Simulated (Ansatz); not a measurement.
`C[CH](F)[ZnH]` and `CC(F)[BH][AlH2]` differ in one atom or group.

Ansatz, PBE0-D4/def2-TZVP geometries, multiplicity 1. Each molecule was computed in one conformer, which needn't be the lowest. `CC(F)[BH][AlH2]` holds a close contact that its SMILES doesn't draw: Al···F 2.07 Å.

Scalar relativity is left out up to krypton.

| property | `C[CH](F)[ZnH]` |
| --- | --- |
| HOMO energy (PBE0/def2-TZVPP) / eV | -7.07 |
| HOMO energy (ωB97M-V/def2-TZVPP) / eV | -9.29 |
| size of the dipole moment (ωB97M-V/def2-TZVPP) / D | 1.74 |
| HOMO–LUMO gap (PBE0/def2-TZVPP) / eV | 6.44 |
| LUMO energy (PBE0/def2-TZVPP) / eV | -0.63 |
| LUMO energy (B3LYP/def2-TZVPP) / eV | -0.92 |

Problem. Give the same properties after the change, and the shifts. (Estimate.)

Solution. Ansatz gave: 
| property | `CC(F)[BH][AlH2]` | shift |
| --- | --- | --- |
| HOMO energy (PBE0/def2-TZVPP) / eV | -6.86 | 0.21 |
| HOMO energy (ωB97M-V/def2-TZVPP) / eV | -9.00 | 0.29 |
| size of the dipole moment (ωB97M-V/def2-TZVPP) / D | 3.67 | 1.93 |
| HOMO–LUMO gap (PBE0/def2-TZVPP) / eV | 4.77 | -1.67 |
| LUMO energy (PBE0/def2-TZVPP) / eV | -2.09 | -1.46 |
| LUMO energy (B3LYP/def2-TZVPP) / eV | -2.27 | -1.35 |

With PBE0 the HOMO rises by 0.21 eV and the LUMO falls by 1.46 eV, so the gap narrows by about 1.67 eV. PBE moves the HOMO by 0.13 eV and ωB97M-V by 0.29 eV. Dipoles are sizes alone; their direction can turn.

B3LYP here is the variant with VWN-RPA as its local correlation; programs differ in this.
